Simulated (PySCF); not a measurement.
PySCF 2.14 output of an unrestricted B3LYP calculation on a single atom or ion in def2-SVP with the def2 core potential (28 electrons), with a scalar-relativistic core potential:

```
SCF conv_tol = 1e-09
number electrons alpha = 10  beta = 9
    P. J. Stephens, F. J. Devlin, C. F. Chabalowski, and M. J. Frisch.,  J. Phys. Chem. 98, 11623 (1994)
cycle= 1 E= -146.988363127481  delta_E= -0.00711  |g|= 0.0867  |ddm|= 0.374
cycle= 2 E= -146.986990971169  delta_E= 0.00137  |g|= 0.101  |ddm|= 0.239
cycle= 3 E= -146.991718856139  delta_E= -0.00473  |g|= 0.00163  |ddm|= 0.111
cycle= 4 E= -146.991720193132  delta_E= -1.34e-06  |g|= 3.75e-05  |ddm|= 0.00561
cycle= 5 E= -146.991720193766  delta_E= -6.35e-10  |g|= 6.36e-06  |ddm|= 4.49e-05
converged SCF energy = -146.991720193766  <S^2> = 0.75061306  2S+1 = 2.000613
```

The run itself started from symmetry-adapted Hartree-Fock orbitals and held the occupation by maximum overlap, on a logarithmic radial grid, so the iterations belong to that start.

Task: Which element, charge and spin multiplicity is this?

Result: Ag (silver, neutral), multiplicity 2; the state was [Kr] 4d10 5s1, 2S determinant.

Energies and moments cover only the electrons outside the core potential.
